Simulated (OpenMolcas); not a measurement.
Hf²⁺: effect of the IPEA shift

```
Program             : OpenMolcas
Basis               : ANO-RCC-VTZP [8s7p5d3f2g1h]
Scalar Hamiltonian  : DKH2, point nucleus
Active space        : 2 electrons in 6 orbitals (5d 6s)
State averaging     : 2S+1 = 3 even, 15 roots; 2S+1 = 1 even, 21 roots kept (CI in the orbitals of an earlier block)
Spin-orbit coupling : state interaction with AMFI integrals over the reference wave functions, term energies averaged over their components
```

Methods on the same reference wave functions:
A. CASSCF
B. MS-CASPT2, IPEA 0 Eh, imaginary shift 0.1 Eh (closed shells correlated: 5s 5p)
C. MS-CASPT2, IPEA 0.25 Eh, imaginary shift 0.1 Eh (closed shells correlated: 5s 5p)

Energies in cm⁻¹ above 5d² ³F₂.

```json
{"Level": "5d² ³F₂", "A": "0.0", "B": "0.0", "C": "0.0"}
{"Level": "5d² ³F₃", "A": "3442", "B": "3640", "C": "3650"}
{"Level": "5d 6s ³D₁", "A": "4477", "B": "3790", "C": "3670"}
{"Level": "5d² ³F₄", "A": "6515", "B": "6660", "C": "6660"}
{"Level": "5d 6s ³D₂ [55 %]", "A": "7085", "B": "6340", "C": "6270"}
{"Level": "5d 6s ³D₃", "A": "8649", "B": "7960", "C": "7840"}
{"Level": "5d² ³P₀ [75 %]", "A": "11114", "B": "9350", "C": "9680"}
{"Level": "5d² ³P₁", "A": "12991", "B": "11530", "C": "11980"}
{"Level": "5d² ³P₂", "A": "14773", "B": "13070", "C": "13480"}
{"Level": "5d² ¹G₄", "A": "17267", "B": "15670", "C": "15590"}
{"Level": "6s² ¹S₀ [74 %]", "A": "17518", "B": "12730", "C": "13000"}
{"Level": "5d 6s ¹D₂", "A": "23590", "B": "19230", "C": "19300"}
{"Level": "5d² ¹S₀", "A": "41622", "B": "31130", "C": "32060"}
```

Between B and C the level of the table that moves most is 5d² ¹S₀, by 930 cm-1 (lowest in B, highest in C). Moves below CASPT2's spread within the term are not significant.

From A to B the spin-free energies of the other terms of 5d² shown, above ³F, scale by factors of 0.70 to 0.85, as is usual when dynamic correlation screens the repulsion within a d or f shell.

The lowest spin-free term lies below A's lowest term by 0.216 hartree in B, 0.212 hartree in C.

CASPT2 does not keep the components of a term degenerate, so their means are used; among the terms shown or strongly mixed into the levels shown the widest spread is 600 cm-1 (5d² ¹G, B). Over all roots computed the reference weight is 0.89 to 0.96 in B, 0.91 to 0.96 in C; the roots of lowest weight are the least certain, and an intruder state may touch them. Terms from blocks run as CI alone lack orbitals of their own. Configurations are named by rounded mean occupations; where the s occupation lies near a half they are strongly mixed, a name can repeat and a true partner stay unpaired. A single d shell beside an s shell can misplace configurations of different d count against each other. Without dynamic correlation excited terms often stand tens of per cent too high (terms of higher spin than the ground term too low), and those without a measured partner can miss by more than the paired ones (holds for A). Only configurations of the active space appear. Levels that lie high or do not pair safely by name in every column are left out.

A share in square brackets marks a mixed level and gives the weight of the term that names it, the lowest over the columns.
